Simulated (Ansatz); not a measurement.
Geometry optimisation, RKS r2SCAN/def2-SVP (Ansatz 0.2.0).

Input:

```yaml
crystal:
  periodic: [false, false, false]
  atoms:
    - { symbol: Ga, position_ang: [0.110147, -0.150754, 0.106914] }
    - { symbol: O, position_ang: [-0.149249, -0.428922, 1.850309] }
    - { symbol: H, position_ang: [-1.084643, -0.381279, 2.096372] }
    - { symbol: Cl, position_ang: [2.047897, -0.484014, -0.695491] }
    - { symbol: Cl, position_ang: [-1.542071, 0.27056, -1.180962] }
    - { symbol: P, position_ang: [0.771629, 3.001868, 1.438543] }
    - { symbol: H, position_ang: [1.95869, 2.474322, 0.831219] }
    - { symbol: H, position_ang: [-0.006071, 2.856418, 0.236912] }
    - { symbol: H, position_ang: [0.375772, 1.725902, 1.943984] }
basis:
  gaussian: { orbitals: def2-SVP }
hamiltonian:
  xc: r2scan
relax:
  f_tol: 0.03
  max_steps: 50
output:
  orbitals: {}
```

Run as:

```bash
$ ansatz run input.yaml --threads 4 --pin off --max-ram 5120MiB --backend cpu --events-out ev --progress --plain --runs-dir out
```

Question: Where does it end, and by what steps?

Answer: The run converged. The force dipped under the threshold on the way, but the program's further checks kept it going. After 9 steps the energy has fallen by 0.058 eV; Cl5 moved furthest, 0.24 Å.

| step | energy less start (eV) | largest force component (eV/Å) | accepted |
| --- | --- | --- | --- |
| 0 | 0.0000 | 0.277 | yes |
| 1 | -0.0199 | 0.587 | yes |
| 2 | -0.0344 | 0.763 | yes |
| 3 | -0.0419 | 0.563 | yes |
| 4 | -0.0514 | 0.292 | yes |
| 5 | -0.0545 | 0.055 | yes |
| 6 | -0.0562 | 0.019 | yes |
| 7 | -0.0572 | 0.044 | yes |
| 8 | -0.0575 | 0.037 | yes |
| 9 | -0.0576 | 0.011 | yes |

```xyz
9
Properties=species:S:1:pos:R:3
Ga 0.142 -0.064 0.187
O -0.186 -0.614 1.842
H -1.120 -0.541 2.083
Cl 2.093 -0.377 -0.605
Cl -1.466 0.490 -1.116
P 0.818 3.028 1.280
H 1.901 2.302 0.697
H -0.076 2.747 0.198
H 0.377 1.913 2.061
```

Whether the end is a true minimum wasn't checked by a vibrational analysis.

Run time: 36 s on 4 threads of Arm Neoverse V2 (shared host), peak memory 0.22 GiB.
